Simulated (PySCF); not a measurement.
# Relaxation of singlet HNbO₂

Method: PySCF, PBE0, basis Nb def2-TZVP with ECP28, O def2-TZVP, H def2-TZVP (scalar-relativistic core potentials, no spin–orbit coupling, density fitting). A (50,194) grid was used.

A start displaced from a saddle point along its imaginary mode, of Cs symmetry, held to at least that symmetry:

```xyz
4
charge 0 multiplicity 1, angstrom
Nb    0.0000   -0.0038    0.2294
O     1.4079    0.0073   -0.7323
O    -1.4079    0.0073   -0.7323
H     0.0000    0.1200    2.0943
```

Optimiser trace:
```tsv
step	E − E(last) (kJ/mol)	largest gradient (Eh/bohr)
0	45.13	0.00460
1	30.00	0.02616
2	25.46	0.03545
3	8.31	0.01420
4	4.34	0.02149
5	0.44	0.00552
6	0.01	0.00148
7	0.00	0.00050
8	0.00	0.00010
```

It ends at Cs with Nb–H 1.792 Å, Nb–O 1.701 Å (×2); H–Nb–O 105.4° (×2), O–Nb–O 106.1° (after a last refinement on a finer grid). A frequency run shows a minimum.

Final geometry:
Z-matrix (Å, degrees; charge 0 multiplicity 1):
```
Nb
O  1 1.7011
O  1 1.7011 2 106.06
H  1 1.7918 2 105.43 3 -111.52
```
